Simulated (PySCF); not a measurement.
Cl4Te, charge +1, doublet, at a GFN2-xTB geometry (a state made from the parent by changing its charge; the spin is typed, not shown lowest) (all electrons, no relativity); PySCF with HF/STO-3G.

Here is a job for PySCF.
```python
from pyscf import gto, scf

mol = gto.M(
    atom='''
Te   -0.00572274    0.01236630    0.26693104
Cl    1.11337271   -1.43495632   -1.08899499
Cl    1.85279584    1.50725672    0.73992591
Cl   -1.06293622    1.32596783   -1.26356022
Cl   -1.88572747   -1.43609457    0.79613434
''',
    basis='sto-3g',
    charge=1,
    spin=1,
    verbose=4,
)

mf = scf.ROHF(mol)
mf.kernel()
```

What the program printed (banner, timings and long lists left out):

```
PySCF version 2.14.0

[INPUT] verbose = 4
[INPUT] num. atoms = 5
[INPUT] num. electrons = 119
[INPUT] charge = 1
[INPUT] spin (= nelec alpha-beta = 2S) = 1
[INPUT] symmetry False subgroup None
[INPUT] Mole.unit = angstrom
[INPUT] Symbol           X                Y                Z      unit          X                Y                Z       unit  Magmom
[INPUT]  1 Te    -0.005722740000   0.012366300000   0.266931040000 AA   -0.010814411282   0.023368920174   0.504426559745 Bohr   0.0
[INPUT]  2 Cl     1.113372710000  -1.434956320000  -1.088994990000 AA    2.103969496465  -2.711674445514  -2.057902282123 Bohr   0.0
[INPUT]  3 Cl     1.852795840000   1.507256720000   0.739925910000 AA    3.501276702333   2.848302400210   1.398257322370 Bohr   0.0
[INPUT]  4 Cl    -1.062936220000   1.325967830000  -1.263560220000 AA   -2.008658343680   2.505716048684  -2.387782757695 Bohr   0.0
[INPUT]  5 Cl    -1.885727470000  -1.436094570000   0.796134340000 AA   -3.563508463869  -2.713825426275   1.504475860961 Bohr   0.0

nuclear repulsion = 1043.89186613309
number of shells = 31
number of NR pGTOs = 189
number of NR cGTOs = 63
basis = sto-3g
ecp = {}

******** <class 'pyscf.scf.rohf.ROHF'> ********
method = ROHF
initial guess = minao
damping factor = 0
level_shift factor = 0
DIIS = <class 'pyscf.scf.diis.CDIIS'>
diis_start_cycle = 1
diis_space = 8
diis_damp = 0
SCF conv_tol = 1e-09
SCF conv_tol_grad = None
SCF max_cycles = 50
direct_scf = True
direct_scf_tol = 1e-13
num. doubly occ = 59  num. singly occ = 1
Set gradient conv threshold to 3.16228e-05
init E= -8344.2844817453
  HOMO = -0.514493077822764  LUMO = -0.314397208280163  gap/eV = 5.44489
cycle= 1 E= -8365.07507822251  delta_E= -20.8  |g|= 0.288  |ddm|= 2.52
  HOMO = -0.408761678464347  LUMO = -0.20242187416713  gap/eV = 5.61479
cycle= 2 E= -8365.13270553139  delta_E= -0.0576  |g|= 0.073  |ddm|= 0.798
  HOMO = -0.379108110969289  LUMO = -0.147244925119523  gap/eV = 6.30932
cycle= 3 E= -8365.1374098931  delta_E= -0.0047  |g|= 0.0203  |ddm|= 0.186
  HOMO = -0.37671882797533  LUMO = -0.148122136544447  gap/eV = 6.22043
cycle= 4 E= -8365.1380460464  delta_E= -0.000636  |g|= 0.00549  |ddm|= 0.0781
  HOMO = -0.375162207082051  LUMO = -0.146768202690569  gap/eV = 6.21492
cycle= 5 E= -8365.13810129001  delta_E= -5.52e-05  |g|= 0.000697  |ddm|= 0.0286
  HOMO = -0.37526422186272  LUMO = -0.146637194796061  gap/eV = 6.22126
cycle= 6 E= -8365.13810226959  delta_E= -9.8e-07  |g|= 0.000281  |ddm|= 0.00324
  HOMO = -0.375258647506197  LUMO = -0.146655675614993  gap/eV = 6.22060
cycle= 7 E= -8365.13810247425  delta_E= -2.05e-07  |g|= 6.71e-05  |ddm|= 0.00183
  HOMO = -0.375276692205694  LUMO = -0.146651485971401  gap/eV = 6.22121
cycle= 8 E= -8365.13810248755  delta_E= -1.33e-08  |g|= 1.49e-05  |ddm|= 0.000514
  HOMO = -0.375275854592733  LUMO = -0.146653886430677  gap/eV = 6.22112
cycle= 9 E= -8365.13810248816  delta_E= -6.18e-10  |g|= 4.41e-06  |ddm|= 9.85e-05
  HOMO = -0.375276552950558  LUMO = -0.146653907818902  gap/eV = 6.22114
Extra cycle  E= -8365.13810248819  delta_E= -2.36e-11  |g|= 2.46e-06  |ddm|= 1.53e-05
converged SCF energy = -8365.13810248819
```
